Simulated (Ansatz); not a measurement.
Consider the cleavage of the Si–Al bond: `C=[CH][Al]([CH3])[SiH3]` + `S[SiH2]Cl` → `[SiH3]S[SiH2]Cl` + `C=[CH][AlH][CH3]`.

Gas-phase electronic energies from Ansatz, PBE0-D4/def2-TZVP geometries. CBS: MP2 limit from def2 TZ/QZ plus the TZ coupled-cluster correction, frozen cores. One conformer a species, not always the lowest.

`C=[CH][Al]([CH3])[SiH3]`:

Cartesian coordinates in Å:
```
C -1.560 0.729 1.803
C -0.623 -0.209 1.636
Al 0.346 -0.357 -0.043
C 1.718 -1.727 -0.291
Si -0.263 1.267 -1.795
H -2.126 0.847 2.726
H -1.813 1.435 1.014
H -0.442 -0.870 2.486
H 2.515 -1.610 0.451
H 2.178 -1.708 -1.281
H 1.297 -2.726 -0.136
H 0.527 1.089 -3.048
H -0.050 2.676 -1.348
H -1.704 1.163 -2.176
```

`S[SiH2]Cl`:

Z-matrix (Å, degrees):
```
Si
Cl 1 2.054
S 1 2.120 2 112.9
H 1 1.478 2 108.5 3 -116.6
H 1 1.479 2 106.5 3 122.3
H 3 1.344 1 94.3 2 70.4
```

`[SiH3]S[SiH2]Cl`:

Z-matrix (Å, degrees):
```
Si
S 1 2.147
H 1 1.485 2 109.5
H 1 1.482 2 106.2 3 119.3
H 1 1.482 2 110.9 3 -121.2
Si 2 2.118 1 98.1 3 35.5
Cl 6 2.056 2 112.0 1 59.0
H 6 1.479 2 111.2 1 -59.9
H 6 1.478 2 106.7 1 177.7
```

`C=[CH][AlH][CH3]`:

Z-matrix (Å, degrees):
```
C
Al 1 1.954
H 1 1.092 2 112.4
H 1 1.095 2 111.3 3 -120.9
H 1 1.095 2 111.2 3 120.7
C 2 1.945 1 118.6 3 179.2
H 2 1.592 1 121.6 3 -0.8
C 6 1.336 2 120.8 1 -0.1
H 6 1.091 2 122.8 1 179.9
H 8 1.089 6 121.8 2 -0.0
H 8 1.089 6 123.1 2 180.0
```

```tsv
species	CCSD(T)/CBS(def2) energy (Eh)
`C=[CH][Al]([CH3])[SiH3]`	-650.64392
`S[SiH2]Cl`	-1148.50980
`[SiH3]S[SiH2]Cl`	-1438.81399
`C=[CH][AlH][CH3]`	-360.36057
```

(1) Work out ΔE.

Largest T1 diagnostic among the species: 0.012.

Answers

(1) ΔE = (-1438.81399) + (-360.36057) − (-650.64392) − (-1148.50980) = -0.02084 Eh = -54.7 kJ/mol.

From PBE to PBE0 (25 % exact exchange), in def2-TZVPP and without D4, ΔE moves by −5.3 kJ/mol. The D4 term adds −6.5 kJ/mol with B3LYP and −3.1 kJ/mol with PBE0; it sums over pairs of atoms, weighted by their polarisabilities, and B3LYP, whose exchange is more repulsive, gets the larger term.

B3LYP here is the variant with VWN-RPA as its local correlation; programs differ in this.
